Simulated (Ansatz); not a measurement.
Q: Name a neutral molecule of F, Nb, O, S and H with HOMO–LUMO gap (PBE/def2-TZVPP) between 3.75 and 4.05 eV and LUMO energy (B3LYP/def2-TZVPP) between -2.40 and -2.10 eV (Ansatz, PBE0-D4/def2-TZVP geometry).

A: `[OH][Nb]([OH])([F])=[S]` (3.96 eV, -2.21 eV). Other molecules can fit too; these were computed, each in one conformer that needn't be the lowest.

B3LYP here is the variant with VWN-RPA as its local correlation; programs differ in this.
